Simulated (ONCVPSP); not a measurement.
# Before and after: ONCV potential for mercury

* Element: Hg
* Generator: ONCVPSP 4.0.1
* Type: optimised norm-conserving Vanderbilt (ONCV)
* Functional: PBE
* Relativity: scalar-relativistic
* Frozen core: [Xe] 4f14
* Valence charge: 12
* Reference configuration: 5d10 6s1.75 6p0.25
* Partial waves: 6s: rc 2.00 bohr, ncon 4, nbas 8, qcut 2.9 1/bohr, 1 projector; 6p: rc 3.50 bohr, ncon 4, nbas 8, qcut 2.1 1/bohr, 2 projectors, debl 2.8 Ha; 5d: rc 1.50 bohr, ncon 4, nbas 8, qcut 7.2 1/bohr, 3 projectors, debl 1.2 Ha
* Local potential: polynomial inside 1.25 bohr (lpopt 5, dvloc0 3 Ha)
* Core correction: none

All-electron outer shells of the reference configuration (PBE, scalar-relativistic, ld1.x):

```csv
shell,level (eV),outermost node (bohr),outermost maximum (bohr)
4f,-96.50,–,0.37
5p,-67.14,0.51,0.93
5d,-10.46,0.55,1.17
6s,-7.26,1.08,2.18
6p,-1.37,1.28,3.30
```

Change: local potential polynomial inside 1.45 bohr (lpopt 2, dvloc0 3 Ha).

Cutoffs: the cutoffs (Ha) at which the residual kinetic energy of the hardest occupied pseudo-wave falls to 1 and 0.1 mHa per electron; they do not see the model core or the augmentation charge, which bear on the density cutoff. Errors are all-electron minus pseudo energies relative to the spin-unpolarised reference configuration.

Q: Predict the effect on cutoff, ghosts and configuration errors.

A: The potential gets neither clearly harder nor softer (22 Ha and 27 Ha → 22 Ha and 27 Ha); the bound ghost in s disappears; the errors of the 3 common tests hardly move. In the separable form a ghost depends on how the local part lies against the semilocal potential of the channel, so the choice of the local part can create or remove one.

| quantity | base | changed |
| --- | --- | --- |
| cutoff, loose | 22 Ha | 22 Ha |
| cutoff, tight | 27 Ha | 27 Ha |
| bound ghosts | s | none |
| GHOST(+) flags under 300 eV | p at 29.3 eV | s at 24.1 eV, p at 100.7 eV |
| tests with a reliable result | 3 of 4 | 3 of 4 |
| error for 5d10 6s2 6p0, meV [ΔE -1.46 eV] | +1.0 | +1.0 |
| error for 5d10 6s1 6p0, meV [ΔE 9.23 eV] | -4.5 | -4.1 |
| error for 5d10 6s1.5 6p0, meV [ΔE 2.90 eV] | -1.7 | -1.7 |
| s: phases at 2.04 bohr within 0.05 rad from the reference energy up to (Ha; the scan ends near 5) | 1.2 | 0.5 |
| p: phases at 3.55 bohr within 0.05 rad from the reference energy up to (Ha; the scan ends near 5) | 0.7 | 0.9 |
| d: phases at 1.52 bohr within 0.05 rad from the reference energy up to (Ha; the scan ends near 5) | to the end of the scan | to the end of the scan |

 A true bound ghost makes a file unfit for plane-wave use even where its test errors are small: the radial tests pick states by their node count and pass the ghost by.
